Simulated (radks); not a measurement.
Task: These are the eigenvalues of the occupied orbitals of an atom or ion with whole-number occupations (eV). All-electron calculation, scalar-relativistic Kohn-Sham, PBE, spin-polarised, spherical densities, finite nucleus; Fermi nuclear charge, rms radius of each element as measured or else 0.836 A^(1/3) + 0.57 fm. Program: a radial shooting solver on a logarithmic mesh with Libxc functionals.

orbital  eigenvalue
1s        -48552.04
2s        -10653.26
2p        -9907.747
3s        -4342.618

Which element is it, and in what charge state? The configuration may be excited. Open shells, if any, are filled with parallel spins first.

Result: Z = 61, promethium, charge +49: Pm49+ in [Ne] 3s2. The list shows which subshells hold electrons but not how many an open one holds; the 1s level, -1784.3 hartree, gives Z - s = 59.7 by -(Z - s)^2/2, which with screening and relativity narrows Z to a few neighbours, and the depths of the outer levels then fix element, charge and occupations together.
